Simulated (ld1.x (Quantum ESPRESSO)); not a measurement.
sulfur: PAW pseudisation with PBE, non-relativistic reference atom.

| Property | Result |
| --- | --- |
| Element | sulfur |
| Generator | ld1.x (Quantum ESPRESSO) 7.5 |
| Type | PAW |
| Functional | PBE |
| Relativity | non-relativistic |
| Frozen core | [Ne] |
| Valence charge | 6 |
| Reference configuration | 3s2 3p4 |
| Partial waves | 3s (bound): rcut 1.15, rcutus 1.25 bohr; 3s channel at -0.75 Ry: rcut 1.15, rcutus 1.25 bohr; 3p (bound): rcut 1.65, rcutus 2.05 bohr; 3p channel at 3.05 Ry: rcut 1.65, rcutus 2.05 bohr; 3d channel at 0.05 Ry: rcut 1.25, rcutus 1.55 bohr |
| Local potential | all-electron potential smoothed inside 1.00 bohr (lloc = -1) |
| Core correction | a·sin(br)/r model core inside 1.10 bohr |
| Augmentation charge | PSQ, inside the norm-conserving radii |

All-electron outer shells of the reference configuration (PBE, non-relativistic, ld1.x):

```json
{"shell": "2p", "level (eV)": "-156.49", "outermost node (bohr)": "–", "outermost maximum (bohr)": "0.33"}
{"shell": "3s", "level (eV)": "-17.14", "outermost node (bohr)": "0.60", "outermost maximum (bohr)": "1.42"}
{"shell": "3p", "level (eV)": "-7.02", "outermost node (bohr)": "0.58", "outermost maximum (bohr)": "1.61"}
```

What the tests gave:

| Property | Result |
| --- | --- |
| Cutoffs needed | 18 Ry and 45 Ry (the cutoffs (Ry, on a coarse ladder) from which the occupation-weighted sum of valence levels, in a spherical-Bessel basis at the reference potential, stays within 10 and 1 mRy of its value at 400 Ry) |
| Ghost test | ghost state, extra bound levels that the all-electron valence spectrum of the same l lacks: s at -61.8 eV; a true bound ghost makes a file unfit for plane-wave use (spherical-Bessel basis up to 400 Ry, 20 bohr box) |
| Configuration tests | test run stopped at test 6 of 7 (negative rho) |
| Lowest eigenvalue of the overlap operator | 0.11 (p channel) |
| Density cutoff estimated by the generator | 244 Ry |

Generation and tests took about 0.83 s on one core of a shared server CPU.
